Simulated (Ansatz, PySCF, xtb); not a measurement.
Gas-phase reaction R1 + R2 → P1, each structure at its B3LYP-D3(BJ)/def2-TZVP stationary point, reached from a drawn start (curvature not checked).
P1: C6H10 (SMILES C1=CCCCC1), charge 0, multiplicity 1.
R1: C4H6 (SMILES C=CC=C), charge 0, multiplicity 1.
R2: C2H4 (SMILES C=C), charge 0, multiplicity 1.

P less R. No zero-point or thermal terms. One arrangement of each flexible species, with no search for the lowest.

Programs: Ansatz (a quantum-chemistry and plane-wave program); PySCF for the D3/D4 terms; xtb for the GFN methods. Each number belongs to the level named beside it.

**Question.** One of these levels gives -41.15 kcal/mol for the reaction energy. Which one is it?
(A) SVWN5/def2-TZVPP
(B) PBE-D3(BJ)/def2-TZVPP
(C) GFN2-xTB
(D) BHLYP/def2-TZVPP

**Answer.** D, BHLYP/def2-TZVPP. The others give -67.29 (GFN2-xTB), -62.03 (SVWN5/def2-TZVPP), -46.21 (PBE-D3(BJ)/def2-TZVPP)
